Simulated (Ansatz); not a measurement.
The cluster HfAl₆⁻. Total charge -1; doublet. Geometry r2SCAN-D4/def2-SVP, that of the neutral singlet; atoms count from 1.

```xyz
7

Hf    1.231   -1.280   -0.693
Al   -0.835    1.677    1.217
Al   -1.266   -0.792    0.615
Al    1.663    1.317    0.132
Al    0.930   -0.322    1.877
Al   -1.225   -1.525   -1.924
Al   -0.499    0.926   -1.224
```

In the def2 sets Hf takes a core potential; there is no spin–orbit coupling. The charge -1 doublet is spin-contaminated (final ⟨S²⟩ up to 0.86, 0.75 for a pure state). The structure comes from a short search, and lower isomers may exist.

(1) Estimate the Mulliken populations from the PBE0/def2-TZVPD orbitals of Ansatz.

(2) Where does the spin sit?

(3) And the Mayer bond orders between bonded heavy atoms (over 0.3)?

## Answers

(1) 
```tsv
atom	charge (e)	spin (α − β)	d electrons
Hf1	-0.25	0.65	2.34
Al2	-0.15	-0.19	–
Al3	0.09	-0.09	–
Al4	-0.19	0.33	–
Al5	-0.19	0.33	–
Al6	-0.39	0.08	–
Al7	0.09	-0.10	–
```
Mulliken values and Mayer orders depend strongly on the basis. With diffuse functions, as here, like atoms can get unlike values, and bond orders can come out too low or too high.

(2) Summed by element: Hf 0.65, Al 0.35, of 1 unpaired in all. Largest on single atoms: Hf1 0.65, Al5 0.33, Al4 0.33.

(3) Hf1–Al3 0.75 (2.86 Å); Hf1–Al4 1.00 (2.76 Å); Hf1–Al5 1.00 (2.76 Å); Hf1–Al6 1.22 (2.76 Å); Hf1–Al7 0.75 (2.85 Å); Al2–Al3 0.58 (2.58 Å); Al2–Al4 0.46 (2.75 Å); Al2–Al5 0.46 (2.75 Å); Al2–Al7 0.58 (2.58 Å); Al3–Al5 0.44 (2.58 Å); Al3–Al6 0.42 (2.64 Å); Al3–Al7 0.30 (2.63 Å); Al4–Al5 0.40 (2.50 Å); Al4–Al7 0.44 (2.58 Å); Al6–Al7 0.41 (2.65 Å). Values over 0.3 also appear between atoms too far apart for a bond (Hf1–Al2 0.41 at 4.08 Å; Al3–Al4 0.31 at 3.64 Å; Al5–Al7 0.31 at 3.64 Å); they arise where an orbital or an unpaired electron spreads over both atoms.
